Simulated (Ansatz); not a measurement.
C$_{4}$H$_{14}$OSi$_{2}$ (`C[SiH](C)O[SiH](C)C`), relaxed with RKS PBE-D4/def2-SVP in Ansatz from a rough embedded geometry. The force threshold is 0.03 eV/Å; the program also tests the step.

Total charge 0; spin multiplicity 1.

Start:

```xyz
21

C     1.180   -1.672    1.283
Si    0.983    0.135    1.049
C     2.562    0.993    1.485
O     0.442    0.560   -0.406
Si   -0.886    0.526   -1.446
C    -1.457   -1.244   -1.754
C    -2.274    1.541   -0.741
H     1.456   -1.986    2.274
H     0.253   -2.256    1.040
H     1.939   -2.105    0.542
H    -0.051    0.560    2.000
H     3.381    0.690    0.872
H     2.441    2.058    1.412
H     2.879    0.714    2.523
H    -0.474    1.101   -2.750
H    -0.645   -1.876   -2.168
H    -1.795   -1.731   -0.817
H    -2.279   -1.268   -2.461
H    -2.600    1.163    0.205
H    -1.931    2.555   -0.660
H    -3.126    1.543   -1.482
```

| step | energy (eV) | largest force (eV/Å) | largest move (Å) |
| --- | --- | --- | --- |
| 1 | -22155.8127 | 2.095 | 0.000 |
| 2 | -22156.1398 | 1.046 | 0.092 |
| 3 | -22156.2017 | 0.270 | 0.061 |
| 4 | -22156.2044 | 0.034 | 0.020 |
| 5 | -22156.2049 | 0.032 | 0.011 |
| 6 | -22156.2052 | 0.007 | 0.011 |

End:

```xyz
21

C     1.152   -1.747    1.251
Si    0.944    0.122    1.133
C     2.564    1.010    1.474
O     0.444    0.546   -0.413
Si   -0.868    0.514   -1.462
C    -1.429   -1.264   -1.747
C    -2.273    1.559   -0.769
H     1.494   -2.045    2.264
H     0.198   -2.274    1.047
H     1.903   -2.105    0.516
H    -0.104    0.567    2.130
H     3.344    0.691    0.752
H     2.441    2.108    1.382
H     2.930    0.788    2.498
H    -0.386    1.104   -2.762
H    -0.588   -1.893   -2.102
H    -1.824   -1.713   -0.812
H    -2.233   -1.307   -2.510
H    -2.644    1.143    0.191
H    -1.938    2.600   -0.582
H    -3.126    1.597   -1.478
```

Run time 24 s (2 threads of an AMD EPYC 7R13 on a shared host and a share of an NVIDIA H100 80 GB); peak host memory 0.84 GiB.
